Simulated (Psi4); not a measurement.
Cl₄Ga (SMILES [Cl][Ga-]([Cl])([Cl])[Cl]), charge -1, singlet, at a GFN2-xTB geometry (such geometries of metal compounds can be far from the true shape) (a gas-phase anion, which may not be bound at this level). Base run: B3LYP/cc-pVDZ in Psi4 1.11.

Here is a job for Psi4.
```
memory 2 GB

molecule mol {
-1 1
Ga    0.000000    0.000000   -0.000000
Cl    1.712787   -0.599084   -1.193301
Cl    0.655374    0.491900    2.011226
Cl   -0.937679    1.739129   -0.901498
Cl   -1.430483   -1.631945    0.083574
}

set {
  basis cc-pvdz
  reference rks
}

energy('b3lyp')
print_variables()
```

Each row names what was changed in the base input (with any setting that the change needs).

```tsv
change	ΔE vs base (mEh)	SCF cycles	grid points	basis functions	outcome
base	0.000	8	106411	99	converged
scf_type = mem_df	0.000	8	106411	99	converged
dft_radial_points = 150	0.002	8	211191	99	converged
level_shift = 0.3	0.000	7	106411	99	converged
scf_initial_accelerator = none	0.000	8	106411	99	converged
guess = sap	0.000	8	106414	99	converged
scf_type = cd	-	-	-	99	cut at the time limit
guess = sadno	0.000	8	106411	99	converged
df_basis_scf = cc-pvtz-jkfit	-95.518	8	106411	99	converged
basis_guess = sto-3g	0.000	7	106412	99	converged
e_convergence = 1e-4	0.000	8	106411	99	converged
dft_nuclear_scheme = stratmann	0.004	8	98059	99	converged
scf_type = dfdirj+cosx	-95.817	9	106411	99	converged
```

A gas-phase anion may not be bound at this level; its values then depend on the basis.
